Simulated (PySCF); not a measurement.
## Assignment exercise: H12Si5

Atoms are numbered as in `[SiH3:1][SiH2:2][SiH:3]([SiH3:4])[SiH3:5]`. Hydrogens are named by the atom that carries them.

PySCF 2.14.0 with density-fitted response routines calculation with σ from GIAO-PBE0/pcSseg-1 and geometry from GFN2-xTB; one conformer, no relativistic terms, fast rotation and ring inversion assumed for equivalent nuclei, no solvent.

δ = σ(ref) − σ, references computed at the same level: 1H (σ = 31.72 ppm) vs TMS.

**Question.** Assign these signals to the numbered atoms. 1H NMR (600 MHz, computed): δ 3.60 (d, 6H), 3.53 (m, 3H), 3.48 (m, 2H), 3.26 (m, 1H).

**Answer.** 
3.60 → H(Si4)/H(Si5), hydrogen on a silicon bonded to Si
3.53 → H(Si1), hydrogen on a silicon bonded to Si
3.48 → H(Si2), hydrogen on a silicon bonded to 2 Si
3.26 → H(Si3), hydrogen on a silicon bonded to 3 Si

H(Si4)/H(Si5) and H(Si1); H(Si1) and H(Si2) lie closer than the usual error of such a calculation, so a measured spectrum could show them in the other order.

Multiplicities follow the n + 1 count of equivalent neighbours, as no J values were calculated; m marks all less simple cases, F and P coupling included.
